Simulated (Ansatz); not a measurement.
Ansatz (a program for electronic structure) input (B3LYP-D3(BJ)/def2-TZVP):

Ansatz 0.2 input:
```yaml
crystal:
  periodic: [false, false, false]
  atoms:
    - {symbol: Cd, position_ang: [0.91204834, 0.01666676, -0.13535464]}
    - {symbol: F, position_ang: [-0.59073711, 1.11904759, -0.88271243]}
    - {symbol: F, position_ang: [-0.29785910, -1.14210543, 0.97415499]}
basis:
  gaussian:
    orbitals: def2-TZVP
hamiltonian:
  xc: b3lyp
  dispersion: d3bj
total_charge: 1
magnetization: {spin_polarized: true, initial_magnetization: 1}
relax: {f_tol: 0.002, max_steps: 150}
```

End of the output:

```
reference -9991.02210737 eV, -367.1632902879 hartree; 19, 18 occupied and 83, 84 virtual orbitals, 710 factors
relax step   9: F+E_penalty+E_count = -9991.07267027 eV  Δ(F+E_penalty+E_count) = -1.760e-5 eV  max|allowed force component| = 2.692e-4 eV/Å  Δτ_max = 0.0023 Å  (192 SCF iters, accepted)
integrals: 0.02 GiB planned
710 factors; their error is unknown
mean field: 0.35 GiB planned
mean field evaluation 192: about -9991.0219 eV, gradient 3.1e-7 eV
mean field evaluation 224: about -9991.0219 eV, gradient 2.3e-4 eV
mean field -9991.02193121 eV, -367.1632838142 hartree, gradient 9.8e-6 eV, S^2 0.759278; 5 other end points of the search recorded, 0 dependent functions left out
the calculation of the forces begins
reference -9991.02210737 eV, -367.1632902879 hartree; 19, 18 occupied and 83, 84 virtual orbitals, 710 factors
Total energy: -9991.07284642 eV, -367.1651549137 hartree
Atom 0 at     0.007731    -0.002134    -0.014624 Å, force     0.000092     0.000061    -0.000062 eV/Å
Atom 1 at    -0.190017     1.522897    -1.266960 Å, force    -0.000077     0.000208    -0.000165 eV/Å
Atom 2 at     0.205738    -1.527154     1.237672 Å, force    -0.000015    -0.000269     0.000227 eV/Å
Dipole moment:    -0.000093     0.000006     0.000006 e Å
```

The spin state was set by rule; other spins were not relaxed.
